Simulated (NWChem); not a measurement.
# CH$_{7}$ClSi$_{2}$; SMILES C[Si@@H]([SiH3])Cl

Problem. Give the equilibrium geometry at PBE0/def2-SVP (NWChem) as an XYZ file, with the point group.

Solution. point group C1; any orientation.
```
11

C     -2.0566     0.4275    -0.3575
Si    -0.3974     0.1335     0.4595
Si     0.5541    -1.9323    -0.1157
Cl     0.9448     1.5990    -0.1844
H     -2.7892    -0.3185    -0.0101
H     -1.9733     0.3516    -1.4520
H     -2.4362     1.4299    -0.1069
H     -0.5176     0.2711     1.9423
H     -0.3310    -3.0576     0.3228
H      0.7192    -2.0047    -1.6002
H      1.8906    -2.0863     0.5338
```
